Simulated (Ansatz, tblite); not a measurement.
Removing an electron: CoCl2. Total charge 0; quartet. Geometry: PBE0-D4/def2-TZVP. Ansatz, gas phase; energy differences of separate SCF runs; the oxidised species was run as a quintet alone.

```xyz
3

Co    0.000    0.000    0.000
Cl   -1.325    0.720   -1.445
Cl    1.325   -0.720    1.445
```

The xTB rows come from tblite. Correlated methods freeze 15 core orbitals; core or outer-core shells of Co are correlated, in sets that lack core-valence functions. In CCSD on the charge 1 quintet the largest single amplitude is 0.39, so its Hartree–Fock determinant may place the open shell otherwise than the density functionals do.

| level | −HOMO (eV) | vertical IE (eV) | −LUMO (eV) | HOMO–LUMO gap (eV) | remarks |
| --- | --- | --- | --- | --- | --- |
| GFN1-xTB | – | 15.85 | – | – | – |
| GFN2-xTB | – | 14.92 | – | – | – |
| PBE-D4/def2-TZVP | 6.59 | 9.78 | 6.17 | 0.42 | – |
| BLYP-D4/def2-TZVP | 6.53 | 9.73 | 6.06 | 0.47 | – |
| r2SCAN-D4/def2-TZVP | 7.14 | 9.99 | 5.58 | 1.56 | – |
| PBE0-D4/def2-TZVP | 8.93 | 10.46 | 3.96 | 4.96 | – |
| BHLYP-D4/def2-TZVP | 10.63 | 11.07 | 1.60 | 9.03 | – |
| CAM-B3LYP-D4/def2-TZVP | 10.52 | 10.81 | 2.92 | 7.59 | – |
| ωB97M-V/def2-TZVP | 11.59 | 10.91 | 1.61 | 9.98 | – |
| PBE-QIDH/def2-TZVP | – | 11.26 | – | – | – |
| CCSD/def2-TZVPP | – | 10.93 | – | – | large T1 (0.078) (+1 quintet) |
| CCSD(T)/def2-TZVPP | – | 10.42 | – | – | large T1 (0.078) (+1 quintet) |

Relaxing the oxidised species (PBE0-D4/def2-TZVP) changes its energy by -0.05 eV at PBE0-D4/def2-TZVP, so the adiabatic ionisation energy to this nearest minimum is 10.41 eV. At PBE-D4/def2-TZVP it is 9.78 eV.  Run but left out: HF/def2-TZVPP, MP2/def2-TZVPP (charge +1 quintet: a determinant that CCSD turns far, T1 0.078).  HOMO and LUMO are the levels of the spin that leaves or enters (xTB has no such levels and no spin-polarisation term). Other spin states of the ions may lie lower, which would lower the ionisation energy or raise the affinity. Raw xTB energy differences between charge states are shifted by several eV; the methods need an empirical correction for them.
